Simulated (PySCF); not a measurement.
# How methods differ on the excitation energy of Se

Se [Ar] 3d10 4s2 4p4 (3P) → Se [Ar] 3d10 4s1 4p5 (3P), as a difference of total energies. Calculation: PySCF 2.14, in ANO-RCC-VTZP (6s5p3d1f, 43 functions); the spin-free X2C one-electron Hamiltonian (Gaussian nucleus). Correlated levels: valence: [Ar] 3d10 frozen. The calculations carry no spin-orbit coupling.

```csv
method,excitation energy (eV)
UHF,11.737
MP2 (valence),10.863
SCS-MP2 (valence),10.751
CCSD (valence),9.977
CCSD(T) (valence),9.582
CCSDT (valence),9.578
```

Problem. How much does correlation contribute at CCSD(T) (valence)?

Solution. 9.582 − (11.737) = -2.155 eV, measured against UHF.

The upper state lies above the first ionisation limit, where it may autoionise and the basis confines it.

The coupled-cluster amplitudes are large for the upper state (T1 above 0.03 or a double amplitude above 0.15), so a single reference is strained.
